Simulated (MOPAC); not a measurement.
Input for MOPAC: AM1 on CH4GeS (SMILES [CH3][Ge][SH]), a point of a torsion scan.

```
AM1 1SCF PRECISE CHARGE=0 THREADS=1
CH4GeS

C     -0.94154915 1    -0.10278351 1     0.02472511 1
Ge     0.18941221 1     1.55886925 1    -0.25391188 1
S      2.13422512 1     0.50458552 1     0.11527690 1
H     -0.61772796 1    -0.91021591 1    -0.63176702 1
H     -1.99631668 1     0.09206090 1    -0.16945752 1
H     -0.84789836 1    -0.45744640 1     1.05156281 1
H      2.90532362 1     1.57156776 1    -0.06022078 1
```

It printed:

```
*******************************************************************************
 **                                                                           **
 **                              MOPAC v23.2.5                                **
 **                                                                           **
 *******************************************************************************
 ** MOPAC's Digital Object Identifier: https://doi.org/10.5281/zenodo.6511958 **
 **                                                                           **
 ** Please cite the open-source release paper for use of this MOPAC version:  **
 ** J. E. Moussa and J. J. P. Stewart (2026)                                  **
 ** MOPAC: An open-source semiempirical molecular orbital program             **
 ** J. Open Source Softw., 11(119), 8025, https://doi.org/10.21105/joss.08025 **
 *******************************************************************************

                              AM1 CALCULATION RESULTS

 *******************************************************************************
 *  AM1        - The AM1 Hamiltonian to be used
 *
 *
 *
 *                 CHARGE ON SYSTEM = 0
 *
 *
 *
 *  PRECISE    - TIGHTER CRITERIA TO BE USED
 *  1SCF       - DO 1 SCF AND THEN STOP
 *  THREADS=1  - MULTI-THREADING NOT USED
 *  T=         - A TIME OF 172800.0 SECONDS REQUESTED
 *  DUMP=N     - RESTART FILE WRITTEN EVERY 7200.0 SECONDS REQUESTED
 *******************************************************************************
AM1 1SCF PRECISE CHARGE=0 THREADS=1
 CH4GeS

   ATOM   CHEMICAL          X               Y               Z
  NUMBER   SYMBOL      (ANGSTROMS)     (ANGSTROMS)     (ANGSTROMS)

     1       C         -0.94154915  *  -0.10278351  *   0.02472511  *
     2      Ge          0.18941221  *   1.55886925  *  -0.25391188  *
     3       S          2.13422512  *   0.50458552  *   0.11527690  *
     4       H         -0.61772796  *  -0.91021591  *  -0.63176702  *
     5       H         -1.99631668  *   0.09206090  *  -0.16945752  *
     6       H         -0.84789836  *  -0.45744640  *   1.05156281  *
     7       H          2.90532362  *   1.57156776  *  -0.06022078  *



          CARTESIAN COORDINATES

    NO.       ATOM           X           Y           Z

     1         C         -0.9415     -0.1028      0.0247
     2        Ge          0.1894      1.5589     -0.2539
     3         S          2.1342      0.5046      0.1153
     4         H         -0.6177     -0.9102     -0.6318
     5         H         -1.9963      0.0921     -0.1695
     6         H         -0.8479     -0.4574      1.0516
     7         H          2.9053      1.5716     -0.0602

  H: (AM1): M.J.S. DEWAR ET AL, J. AM. CHEM. SOC. 107 3902-3909 (1985)
  C: (AM1): M.J.S. DEWAR ET AL, J. AM. CHEM. SOC. 107 3902-3909 (1985)
  S: (AM1): M.J.S. DEWAR, Y-C YUAN, INORGANIC CHEMISTRY, 29, 3881:3890,  (1990)
 Ge: (AM1): M.J.S.Dewar and C.Jie, Organometallics, 8, 1544, (1989)

           Empirical Formula: C H4 Ge S  =     7 atoms



      MOLECULAR POINT GROUP   :   Cs


      RHF CALCULATION, NO. OF DOUBLY OCCUPIED LEVELS = 9


 -------------------------------------------------------------------------------
 AM1 1SCF PRECISE CHARGE=0 THREADS=1
 CH4GeS



     1SCF WAS SPECIFIED, SO BFGS WAS NOT USED
     SCF FIELD WAS ACHIEVED


                              AM1 CALCULATION
                                                       MOPAC v23.2.5 Linux




          FINAL HEAT OF FORMATION =         38.23013 KCAL/MOL =     159.95485 KJ/MOL


          COSMO AREA              =        118.07 SQUARE ANGSTROMS
          COSMO VOLUME            =        109.72 CUBIC ANGSTROMS

          IONIZATION POTENTIAL    =          8.672966 EV
          HOMO LUMO ENERGIES (EV) =         -8.673 -1.868
          NO. OF FILLED LEVELS    =          9
          MOLECULAR WEIGHT        =        120.6926         POINT GROUP:  Cs

          MOLECULAR DIMENSIONS (Angstroms)

            Atom       Atom       Distance
            H     7    H     5     5.12123
           Ge     2    H     4     2.15844
            H     4    H     6     1.58290


          SCF CALCULATIONS        =          1





   ATOM   CHEMICAL          X               Y               Z
  NUMBER   SYMBOL      (ANGSTROMS)     (ANGSTROMS)     (ANGSTROMS)

     1       C         -0.94154915  *  -0.10278351  *   0.02472511  *
     2      Ge          0.18941221  *   1.55886925  *  -0.25391188  *
     3       S          2.13422512  *   0.50458552  *   0.11527690  *
     4       H         -0.61772796  *  -0.91021591  *  -0.63176702  *
     5       H         -1.99631668  *   0.09206090  *  -0.16945752  *
     6       H         -0.84789836  *  -0.45744640  *   1.05156281  *
     7       H          2.90532362  *   1.57156776  *  -0.06022078  *

                             CARTESIAN COORDINATES

   1    C       -0.941549150    -0.102783510     0.024725110
   2   Ge        0.189412210     1.558869250    -0.253911880
   3    S        2.134225120     0.504585520     0.115276900
   4    H       -0.617727960    -0.910215910    -0.631767020
   5    H       -1.996316680     0.092060900    -0.169457520
   6    H       -0.847898360    -0.457446400     1.051562810
   7    H        2.905323620     1.571567760    -0.060220780


           Empirical Formula: C H4 Ge S  =     7 atoms



      MOLECULAR POINT GROUP   :   Cs


                  EIGENVALUES
 -28.98387 -19.08899 -14.52899 -13.73159 -13.42347 -12.02014 -11.27464 -10.06914
  -8.67297  -1.86802  -0.91520   0.88523   1.68036   4.35994   4.43494   5.15119


              NET ATOMIC CHARGES AND DIPOLE CONTRIBUTIONS

  ATOM NO.   TYPE          CHARGE      No. of ELECS.   s-Pop       p-Pop
    1          C          -0.535522        4.5355     1.27609     3.25943
    2         Ge           0.630557        3.3694     1.45360     1.91585
    3          S          -0.459744        6.4597     1.92472     4.53502
    4          H           0.088976        0.9110     0.91102
    5          H           0.082983        0.9170     0.91702
    6          H           0.087168        0.9128     0.91283
    7          H           0.105580        0.8944     0.89442
 DIPOLE           X         Y         Z       TOTAL
 POINT-CHG.    -1.659     4.125    -1.015     4.560
 HYBRID         0.675    -3.349     0.782     3.505
 SUM           -0.984     0.776    -0.233     1.274


          ATOMIC ORBITAL ELECTRON POPULATIONS

     Atom    s        px        py        pz
    1  C   1.27609   1.08399   1.12886   1.04658
    2 Ge   1.45360   0.58919   1.15543   0.17123
    3  S   1.92472   1.37646   1.29124   1.86732
    4  H   0.91102
    5  H   0.91702
    6  H   0.91283
    7  H   0.89442

 **********************
 *                    *
 * JOB ENDED NORMALLY *
 *                    *
 **********************




 == MOPAC DONE ==
```

The run finished.

Cost: around 0.03 core-seconds (rough).
